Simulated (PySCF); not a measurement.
Compound: C₂H₆BrOPSi.
Z-matrix (Å and degrees, PBE0-D3(BJ)/def2-SVP geometry), rows numbered from 1:
```
C 
C   1  1.3336
O   2  1.3549  1  126.82
Si  3  1.6706  2  128.95  1   -13.16
P   4  2.2395  3  109.40  2  -171.96
Br  4  2.2266  3  110.62  2    70.13
H   1  1.0930  2  122.84  3    -1.56
H   1  1.0905  2  119.14  3   179.80
H   2  1.0950  1  121.90  3   179.71
H   4  1.4877  3  109.12  2   -47.90
H   5  1.4300  4   92.39  3    42.81
H   5  1.4280  4   91.67  3   -51.06
```

Linear response at B3LYP/def2-SVPD (PySCF, frozen core in the response, non-relativistic). The B3LYP/def2-SVPD calculation is non-relativistic and has no spin–orbit coupling, an omission that weighs most on bromine.

Static isotropic polarisability: 103.73 au (15.37 Å³), principal values 82.5, 102.7, 126.0 au.

Task: What is the polarisability at 1064 nm and at the sodium D line?

Result: 104.91 au at 1064 nm (+1.1 %), 107.72 au at 589.3 nm (+3.8 %). The rise at 589.3 nm is 3.39 times that at 1064 nm; a pure ω² law gives 3.26. The lowest singlet lies at 220 nm, shorter than both wavelengths.

Task: What is the isotropic C6 coefficient between two such molecules, C6 = (3/π)∫α(iω)² dω?

Result: 3740 au (Eh·bohr⁶) by a ten-point quadrature over imaginary frequencies, which is 2230 eV·Å⁶ or 216 J·nm⁶/mol.

Task: Which effective excitation energy ω̄ makes London's formula C6 = (3/4)α²ω̄ exact here?

Result: ω̄ = 4·C6/(3α²) = 0.463 Eh = 12.6 eV. A one-pole form α(ω) = α/(1 − ω²/ω̄²) fitted to the 1064 nm value gives 11.0 eV.

Task: How many electrons N does the Slater–Kirkwood formula C6 = (3/4)·√N·α^(3/2) need to give this C6?

Result: N = (4·C6/3)²/α³ = 22.3; the species has 90 electrons in all.

Task: What three-body coefficient follows from the one-pole estimate C9 = (3/4)·α·C6?

Result: 291000 au. This is an estimate from the two numbers above, not a computed integral.

Task: The lowest 6 singlets have (eV, f): 5.63, 0.021; 6.07, 0.009; 6.13, 0.033; 6.27, 0.013; 6.43, 0.004; 6.64, 0.008. What share of the static polarisability do they carry in the sum over states α = Σ f/ω²?

Result: 1.76 au, 1.7 % of α; the largest term, 0.65 au, is that of the state at 6.13 eV. Their oscillator strengths add up to 0.09. Higher states carry the rest.

Task: What does −C6/R⁶ come to at R = 10 Å between centres?

Result: -220 J/mol. This is the leading, orientation-averaged term; C8 and higher terms are left out.

Task: How anisotropic is the static polarisability, by Δα² = ½[(α1 − α2)² + (α2 − α3)² + (α3 − α1)²]?

Result: Δα = 37.6 au, or 0.36 of the isotropic value.

Task: What molar refraction at the D line follows from R = (4π/3)·N_A·α′, with α′ the polarisability volume?

Result: α′ = 15.96 Å³ gives R = 40.26 cm³/mol, for isolated, non-vibrating species.

One conformer stands for the species.
